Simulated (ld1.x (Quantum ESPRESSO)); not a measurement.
Mn, ultrasoft: configuration errors across variants

ld1.x (Quantum ESPRESSO) 7.5 input, shortened:

```
&input
   title='Mn', zed=25., rel=1, dft='PBE', iswitch=3,
   config='[Ar] 3d5 4s1.75 4p0'
 /
 &inputp
   pseudotype=3, tm=.true., lloc=-1, rcloc=2.20,
   nlcc=.true.,
   which_augfun='PSQ', rmatch_augfun=1.60
 /
6
4S  1  0   1.75   0.00  2.40  2.75  0.0
4S  1  0   0.00   1.65  2.40  2.75  0.0
4P  2  1   0.00   0.00  2.40  2.90  0.0
4P  2  1   0.00   0.25  2.40  2.90  0.0
3D  3  2   5.00   0.00  1.65  1.80  0.0
3D  3  2   0.00  -0.35  1.65  1.80  0.0
 &test
   configts(1)='3d5 4s1.75 4p0'
 /
```

All-electron excitation energies from the reference (eV): (1) 3d5 4s2 4p0 -1.476; (2) 3d5 4s1 4p0 6.940; (3) 3d5 4s0 4p0 22.539; (4) 3d5 4s0 4p2 6.454; (5) 3d5 4s1 4p1 2.382; (6) 3d6 4s0 4p0 5.337; (7) 3d5.5 4s1.5 4p0 -1.958.

The default core radius of the base comes out at 1.07 bohr.

2 further variants failed, have other tests or another functional or relativity, and are left out.

Errors AE − PS in meV (a dash: test not solved or not reliable):

| change | (1) | (2) | (3) | (4) | (5) | (6) | (7) | bound ghosts |
| --- | --- | --- | --- | --- | --- | --- | --- | --- |
| base | +0.1 | -0.9 | -7.6 | -2.1 | -0.5 | +17 | +0.1 | none |
| local potential all-electron potential smoothed inside 2.25 bohr (lloc = -1) | +0.1 | -0.9 | -7.9 | -2.2 | -0.5 | +16 | -0.1 | none |
| waves 4p (bound): rcut 2.40, rcutus 2.72 bohr; 4p channel at 0.25 Ry: rcut 2.40, rcutus 2.72 bohr | +0.1 | -0.9 | -7.6 | -2.2 | -0.5 | +17 | +0.1 | none |
| augmentation built from norm-conserving waves at rcut, not smoothed further | +2.9 | +20 | -35 | -6.6 | – | – | – | not determined |
| type PAW; local potential all-electron potential smoothed inside 1.85 bohr (lloc = -1); augmentation PSQ, inside the norm-conserving radii | – | – | – | – | – | – | – | none |
| wave 4s channel at 1.65 Ry: rcut 2.40, rcutus 2.75 bohr becomes 4s channel at 0.11 Ry: rcut 2.40, rcutus 2.75 bohr | +0.1 | -1.0 | -7.6 | -2.1 | -0.5 | +17 | +0.4 | none |
| waves 3d (bound): rcut 1.65, rcutus 2.26 bohr; 3d channel at -0.35 Ry: rcut 1.65, rcutus 2.26 bohr | +0.1 | -1.1 | -6.3 | -1.7 | -0.4 | -99 | -18 | none |
| all radii but the core radius scaled by about 1.24 (s 3.42, p 3.60, d 2.24 bohr, rcut 2.98/2.98/2.04); local potential all-electron potential smoothed inside 2.72 bohr (lloc = -1); augmentation PSQ, radius 1.98 bohr | +0.4 | -1.1 | -34 | -9.3 | -1.4 | -123 | -27 | none |
| core correction a·sin(br)/r model core inside 1.42 bohr | +0.1 | -0.5 | -5.2 | -1.2 | -0.3 | +45 | +4.7 | none |
| waves 4s (bound): rcut 2.32, rcutus 2.46 bohr; 4s channel at 1.65 Ry: rcut 2.32, rcutus 2.46 bohr | +0.1 | -0.9 | -7.1 | -1.9 | -0.4 | +18 | 0.0 | none |

(1) Give the same row for: local potential all-electron potential smoothed inside 1.78 bohr (lloc = -1).

Results:

(1) +0.2, -0.5, -6.7, -1.9, -0.4, +21, +0.5; bound ghosts: none.
